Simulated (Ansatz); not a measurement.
`FC([SiH3])CCl` + `[OH][Sn]([F])([F])[F]` → `[F][Sn]([F])([F])[O][SiH3]` + `FCCCl`  (ligand exchange at the Si–C bond)

Calculated with Ansatz (gas phase, PBE0-D4/def2-TZVP geometries, no zero-point term in ΔE). CBS: MP2 limit from def2 TZ/QZ plus the TZ coupled-cluster correction, frozen cores. This one scheme is used for every species. Functionals use def2-TZVPP. B3LYP here is the variant with VWN-RPA as its local correlation; programs differ in this. def2 core potentials past Kr. For Sn outer-core shells are correlated without core-valence functions, which leaves a few kJ/mol of doubt a bond. Each species was taken in one conformer, which may not be the lowest.

```
             level  ΔE (eV)
           PBE0-D4    -1.15
          B3LYP-D4    -1.24
           ωB97M-V    -1.22
            B2PLYP    -1.30
            r2SCAN    -1.19
     HF/def2-TZVPP    -1.59
CCSD(T)/def2-TZVPP    -1.29
     HF/def2-QZVPP    -1.62
```

Problem. What does CCSD(T)/CBS give? (Estimate.)

Solution. Ansatz gave: -1.29 eV. The listed levels differ from it by 0.14, 0.05, 0.07, -0.01, 0.10, -0.30, 0.00, -0.33 eV.

Largest T1 diagnostic among the species: 0.015.

From PBE to PBE0 (25 % exact exchange), in def2-TZVPP and without D4, ΔE moves by −0.11 eV. In def2-TZVPP, CCSD(T) changes the Hartree–Fock value by +0.31 eV (the triples alone add +0.05 eV) and MP2 by +0.28 eV.
